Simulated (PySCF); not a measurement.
Species: C2H6BNO3.
Bonds: C1–C2, C2–O3 (double), C2–N4, N4–B5, B5–O6, B5–O7. Hydrogens: H8, H9, H10 on C1; H11 on N4; H12 on O6; H13 on O7.

Jobs on this species (13 atoms, 54 electrons) with PySCF (density fitting). Hardware of each: AMD EPYC 9R45, one thread, on a shared host. Times come from a shared host and carry two figures at best. Peak memory is the resident size of the whole Python process, interpreter and libraries included.

```json
{"level and settings": "delta-SCF UKS B3LYP, pcX-2 on the ionised atom, pcseg-1 elsewhere, spin-free X2C", "work": "ΔSCF core ionisation, 6 holes", "basis functions": "159", "SCF cycles": "?", "wall time": "?", "peak memory": "?"}
{"level and settings": "PBE0-D3(BJ)/def2-SVP, grid level 1", "work": "geometry optimisation from a GFN2-xTB start shaken at random", "basis functions": "128", "SCF cycles": "?", "wall time": "?", "peak memory": "?"}
{"level and settings": "delta-SCF UKS PBE, pcX-2 on the ionised atom, pcseg-1 elsewhere, spin-free X2C", "work": "ΔSCF core ionisation, 6 holes", "basis functions": "159", "SCF cycles": "109", "wall time": "16 s", "peak memory": "0.57 GiB"}
{"level and settings": "delta-SCF UKS SCAN, pcX-1 on the ionised atom, pcseg-1 elsewhere, spin-free X2C", "work": "ΔSCF core ionisation, 6 holes", "basis functions": "138", "SCF cycles": "109", "wall time": "21 s", "peak memory": "0.57 GiB"}
{"level and settings": "delta-SCF UKS SCAN, pcX-2 on the ionised atom, pcseg-1 elsewhere, non-relativistic", "work": "ΔSCF core ionisation, 6 holes", "basis functions": "159", "SCF cycles": "110", "wall time": "25 s", "peak memory": "0.63 GiB"}
{"level and settings": "delta-SCF UKS PBE0, pcX-2 on the ionised atom, pcseg-1 elsewhere, spin-free X2C", "work": "ΔSCF core ionisation, 6 holes", "basis functions": "159", "SCF cycles": "100", "wall time": "29 s", "peak memory": "0.72 GiB"}
{"level and settings": "delta-SCF UKS HF, pcX-2 on the ionised atom, pcseg-1 elsewhere, spin-free X2C", "work": "ΔSCF core ionisation, 6 holes", "basis functions": "159", "SCF cycles": "101", "wall time": "19 s", "peak memory": "0.57 GiB"}
{"level and settings": "delta-SCF UKS SCAN, pcX-2 on the ionised atom, pcseg-1 elsewhere, spin-free X2C", "work": "ΔSCF core ionisation, 6 holes", "basis functions": "159", "SCF cycles": "110", "wall time": "24 s", "peak memory": "0.59 GiB"}
{"level and settings": "delta-SCF UKS SCAN, def2-TZVP on the ionised atom, pcseg-1 elsewhere, spin-free X2C", "work": "ΔSCF core ionisation, 6 holes", "basis functions": "145", "SCF cycles": "110", "wall time": "24 s", "peak memory": "0.57 GiB"}
```

Fill in the missing figures.

- delta-SCF UKS B3LYP, pcX-2 on the ionised atom, pcseg-1 elsewhere, spin-free X2C; ΔSCF core ionisation, 6 holes: 31 s, 0.72 GiB, 102 SCF cycles
- PBE0-D3(BJ)/def2-SVP, grid level 1; geometry optimisation from a GFN2-xTB start shaken at random: 36 s, 0.51 GiB, 74 SCF cycles

What do all jobs in the table cost together?

About 3.8 min; the longest takes about 16 % of that, and about 2.2 times as long as the shortest.
